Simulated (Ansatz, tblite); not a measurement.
Removing and adding an electron: the cluster LiPt₃ (the lowest doublet isomer of a short search). Total charge 0; doublet. Geometry: PBE-D4/def2-TZVP. Ansatz, gas phase; energy differences of separate SCF runs; the oxidised species is a singlet (the triplet lies 0.18 eV higher at PBE0-D4/def2-TZVP); the reduced species is a triplet (the singlet lies 0.46 eV higher at PBE0-D4/def2-TZVPD).

```
atom   x (Å)   y (Å)   z (Å)
 Li1  -0.454   0.933   1.101
 Pt2  -0.878   0.238  -1.256
 Pt3  -0.155  -1.465   0.485
 Pt4   1.487   0.295  -0.329
```

In the def2 sets Pt takes a core potential; there is no spin–orbit coupling. The xTB rows come from tblite. The structure comes from a short search, and lower isomers may exist.

```
               level  −HOMO (eV)  vertical IE (eV)  −LUMO (eV)  vertical EA (eV)  HOMO–LUMO gap (eV)  IE − EA (eV)                                                                             remarks
            GFN1-xTB           –             12.86           –              6.92                   –          5.94                                                                                   –
            GFN2-xTB           –             10.17           –              4.17                   –          6.00                                                                                   –
    PBE-D4/def2-TZVP        4.29              7.06        3.59                 –                0.71             –                                           restricted singlet, untested (+1 singlet)
 r2SCAN-D4/def2-TZVP        4.42              7.03        3.39                 –                1.04             –  restricted singlet, untested (+1 singlet), spin-contaminated (⟨S²⟩ 0.83) (doublet)
r2SCAN-D4/def2-TZVPD        4.43                 –        3.39              1.47                1.04             –               HOMO above zero (-1 triplet), spin-contaminated (⟨S²⟩ 0.83) (doublet)
   PBE0-D4/def2-TZVP        5.20              6.97        2.63                 –                2.56             –                                           restricted singlet, untested (+1 singlet)
  PBE0-D4/def2-TZVPD        5.20                 –        2.65              1.25                2.55             –                                                        HOMO above zero (-1 triplet)
```

Run but left out: PBE-D4/def2-TZVPD (charge -1 triplet: an occupied level 0.06 eV above an empty one).   A HOMO above zero means that the electron is unbound at that level or that self-interaction error raises the level; the energy of removing that electron tells which. HOMO and LUMO are the levels of the spin that leaves or enters (xTB has no such levels and no spin-polarisation term). Other spin states of the ions may lie lower, which would lower the ionisation energy or raise the affinity. Raw xTB energy differences between charge states are shifted by several eV; the methods need an empirical correction for them.
